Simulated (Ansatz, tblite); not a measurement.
Cost and result up the ladder for the cluster W₃⁻ (3 atoms). Total charge -1; doublet. Geometry: PBE0-D4/def2-TZVPD.

```xyz
3

W     0.3732    0.8265   -0.9663
W    -1.2216    0.0251    0.4078
W     0.8484   -0.8517    0.5585
```

Ansatz on 4 threads of Arm Neoverse V2 on a shared host; xTB runs through tblite on one thread. Times are rough, summed over both states, and most runs start from the orbitals of an earlier one. No level here is sound enough to serve as a yardstick. The other state is a triplet.

In the def2 sets W takes a core potential; there is no spin–orbit coupling. The xTB rows come from tblite. The structure comes from a short search, and lower isomers may exist.

Run but left out: GFN2-xTB (tight binding far off the other levels).

Raw xTB energies of ions are shifted by several eV, and xTB has no spin-polarisation term.

| level | functions | wall time | vertical IE (eV) | remarks |
| --- | --- | --- | --- | --- |
| GFN1-xTB | 27 | 0.004 s | 6.39 | – |
| PBE-D4/def2-TZVPD (with forces) | 129 | 9 s | 1.45 | HOMO above zero (-1 doublet) |
| r2SCAN-D4/def2-TZVPD | 129 | 45 s | 1.40 | HOMO above zero (-1 doublet), spin-contaminated (⟨S²⟩ 0.99) (-1 doublet) |
| PBE0-D4/def2-TZVPD | 129 | 47 s | 1.40 | spin-contaminated (⟨S²⟩ 0.92) (-1 doublet) |
